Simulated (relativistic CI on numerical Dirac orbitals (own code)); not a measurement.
## Mn²⁺ in a cubic cluster: L2,3 absorption with charge transfer

Computed with a charge-transfer multiplet model of a cubic metal-ligand cluster with up to 3 ligand holes, Slater and spin-orbit integrals from Dirac-Coulomb-Breit ions, Slater integrals scaled by 0.9. The ground state mixes d5 with configurations of k ligand holes L, whose averages lie at kΔ + k(k − 1)U_dd/2; a core hole lowers each added d electron by U_cd. 20 K, Lorentzian 0.4 eV and Gaussian 0.3 eV FWHM.

Atomic integrals in eV (Slater integrals scaled, ζ unscaled), ground: F2dd 9.229, F4dd 5.732, zeta_d 0.037; with the core hole: F2dd 9.982, F4dd 6.207, zeta_d 0.052, zeta_core 6.792, F2cd 5.719, G1cd 4.215, G3cd 2.393.

Cluster parameters (eV): U_dd = 6.1, U_cd = 7.5, 10Dq = 0.4, 10Dq(ligand) = 0.2, V(eg) = 1.35, V(t2g) = -0.61, final-state hopping factor = 0.8.

```tsv
Case	n_d	d5	d6L	d7L2	d8L3	S
Δ = 0.7 eV	5.26	0.75	0.24	0.01	0.00	2.50
Δ = 2.7 eV	5.14	0.86	0.13	0.00	0.00	2.50
Δ = 3.7 eV	5.10	0.90	0.10	0.00	0.00	2.50
```

Weights, n_d and S are thermal averages at 20 K. Photon energies count from the first peak over 30 % of the highest in each spectrum, which can be another peak from case to case. The parameters are a model scan and need not match a compound or its usual spin state. Peaks in eV (height, largest 100):
- Δ = 0.7 eV: 0.0 (100), 3.1 (20), 5.3 (5), 10.1 (15), 10.5 (14), 11.9 (21), 14.0 (5)
- Δ = 2.7 eV: 0.0 (100), 1.2 (41), 3.9 (12), 10.2 (15), 12.2 (23)
- Δ = 3.7 eV: 0.0 (100), 1.3 (40), 4.1 (10), 10.2 (14), 10.6 (14), 12.3 (23)

For the case Δ = 3.7 eV, Δ = 3.7 eV is smaller than U_dd = 6.1 eV, the charge-transfer side of the Zaanen-Sawatzky-Allen scheme. With the core hole the configuration with one ligand hole lies at Δ + U_dd − U_cd = -0.7, 1.3, 2.3 eV from the one without, in the order of the table; where this is negative the screened configuration lies lower, though the effective hopping of about 1.7 eV (from the holes of the mixed ground state) mixes the two strongly wherever it is as large as the gap.
